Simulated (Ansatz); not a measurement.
`[CH3][Al]([OH])[CH2]F`, relaxed with RKS PBE-D4/def2-SVP in Ansatz from a rough embedded geometry. The force threshold is 0.03 eV/Å; the program also tests the step.

Charge 0, multiplicity 1.

Start:

```xyz
11

C     0.298   -1.720    0.000
Al   -0.457    0.038   -0.194
O    -2.256    0.218   -0.472
C     0.681    1.670   -0.032
F     1.337    1.662    1.133
H     1.418   -1.713    0.161
H    -0.148   -2.277    0.891
H     0.093   -2.362   -0.887
H    -2.601    0.322    0.492
H     0.130    2.568   -0.199
H     1.505    1.592   -0.893
```

| step | energy (eV) | largest force (eV/Å) | largest move (Å) |
| --- | --- | --- | --- |
| 1 | -13514.4281 | 3.604 | 0.000 |
| 2 | -13514.7415 | 1.427 | 0.107 |
| 3 | -13514.8843 | 0.723 | 0.139 |
| 4 | -13514.9482 | 0.446 | 0.141 |
| 5 | -13515.0110 | 0.559 | 0.200 |
| 6 | -13515.0703 | 0.204 | 0.200 |
| 7 | -13515.0850 | 0.083 | 0.200 |
| 8 (rejected) | -13515.0809 | 0.412 | 0.129 |
| 9 | -13515.0886 | 0.038 | 0.064 |
| 10 | -13515.0904 | 0.162 | 0.098 |
| 11 | -13515.0924 | 0.096 | 0.031 |
| 12 (rejected) | -13515.0909 | 0.095 | 0.084 |
| 13 | -13515.0940 | 0.026 | 0.041 |
| 14 | -13515.0951 | 0.127 | 0.098 |
| 15 | -13515.0963 | 0.071 | 0.030 |
| 16 | -13515.0974 | 0.039 | 0.057 |
| 17 | -13515.0978 | 0.122 | 0.092 |
| 18 | -13515.0986 | 0.051 | 0.009 |
| 19 | -13515.0990 | 0.023 | 0.022 |
| 20 | -13515.0993 | 0.062 | 0.069 |
| 21 | -13515.0995 | 0.024 | 0.017 |

End:

```xyz
11

C     0.338   -1.812    0.165
Al   -0.449   -0.042   -0.079
O    -2.143    0.022   -0.403
C     0.625    1.644    0.016
F     1.946    1.320    0.379
H     1.441   -1.760    0.262
H    -0.062   -2.297    1.081
H     0.091   -2.481   -0.686
H    -2.657    0.833   -0.533
H     0.222    2.379    0.756
H     0.648    2.193   -0.958
```

Run time 31 s (4 threads of an Intel Xeon Platinum 8259CL on a shared host); peak host memory 0.18 GiB.
